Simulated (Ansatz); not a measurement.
Calculated with Ansatz (gas phase, PBE0-D4/def2-TZVP geometries, no zero-point term in ΔE). CCSD(T)/CBS is the MP2 limit (def2-TZVPP, def2-QZVPP) plus CCSD(T) − MP2 in def2-TZVPP, frozen cores. This one scheme is used for every species, atoms too. Functionals use def2-TZVPP. HSE06 is defined as in plane-wave codes. No spin–orbit coupling; open shells (•) take unrestricted orbitals. Spin–orbit coupling would lower the free atoms: a little for C, Cl, O, Si; clearly for Se. Bonds to Se are less sure, by a few kJ/mol each and by 10 to 20 or more in all where they break to atoms, as the def2 sets lack core-valence functions. Scalar relativity is left out up to krypton. One conformer a species, not always the lowest.

Consider the atomization: `CO[Si](Cl)(OC)[Se]C` → 3 C• + Cl• + 9 H• + 2 O• + Se• + Si•.

`CO[Si](Cl)(OC)[Se]C`:

Cartesian coordinates in Å:
```
C -0.994 0.717 -1.688
O -0.820 -0.352 -0.778
Si 0.110 -0.261 0.556
Cl -0.052 -2.142 1.352
O -0.385 0.857 1.621
C -1.609 0.839 2.328
Se 2.234 0.308 0.097
C 2.555 -1.176 -1.143
H -1.630 1.497 -1.258
H -0.034 1.164 -1.965
H -1.477 0.321 -2.582
H -1.657 1.744 2.935
H -1.667 -0.033 2.985
H -2.463 0.824 1.645
H 2.491 -2.122 -0.612
H 3.562 -1.035 -1.530
H 1.838 -1.147 -1.961
```

What is ΔE at CCSD(T)/CBS? (Best estimate.)

Computed: +6499.2 kJ/mol.

What do these levels give: revPBE, BLYP, r2SCANh, HSE06, HF/def2-TZVPP, CCSD(T)/def2-TZVPP? (Best estimate.)

Computed: revPBE 6294.2, BLYP 6340.8, r2SCANh 6448.1, HSE06 6446.4, HF/def2-TZVPP 4706.3, CCSD(T)/def2-TZVPP 6318.0 kJ/mol.

Largest T1 diagnostic among the species: 0.012.

At CCSD(T), def2-SVP lies −425.7 kJ/mol from the extrapolated value and def2-TZVPP −181.2 kJ/mol: correlation converges slowly with the basis, and small sets miss more of it in the bonded molecule than in its fragments. From BLYP to BHLYP (50 % exact exchange), in def2-TZVPP and without D4, ΔE moves by −123.3 kJ/mol: exact exchange takes away binding that semilocal exchange gives to molecules.

For atomizations the MP2-based limit and the directly extrapolated one differ by several kJ/mol either way, and by 10 to 25 for some Ge, Se and Sn compounds, so smaller differences from it don't rank the levels.
